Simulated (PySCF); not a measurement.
Method: M06-2X/def2-TZVP // B3LYP-D3(BJ)/def2-TZVP in PySCF. All species are isolated molecules in the gas phase. One relaxed conformer stands for a flexible species; it need not be the lowest. Delta-SCF ions had no search for a lower state. Excitations are Tamm–Dancoff values on a coarser integration grid. The basis has no diffuse functions, so Rydberg states are missing or too high.

Reference species (SMILES): `OB(O)O` (neutral, multiplicity 1).

```yaml
HOMO–LUMO gap: 12.24 eV
vertical ionisation energy (Delta-SCF): 12.44 eV
T1 excitation (TDA): 8.39 eV
```

Changed species: `OBO` (H–O–B–O torsion 180°, O–B–O–H torsion 180°) (1 of 3 OH replaced by H; the reference has 0 of 3 OH replaced by H).

Task: Give the shifts of the HOMO–LUMO gap, vertical ionisation energy (Delta-SCF) and T1 excitation (TDA).

Result: the HOMO–LUMO gap decreases by 0.13 eV, to 12.11 eV; the vertical ionisation energy (Delta-SCF) decreases by 0.23 eV, to 12.21 eV; the T1 excitation (TDA) falls by 0.63 eV, to 7.76 eV.
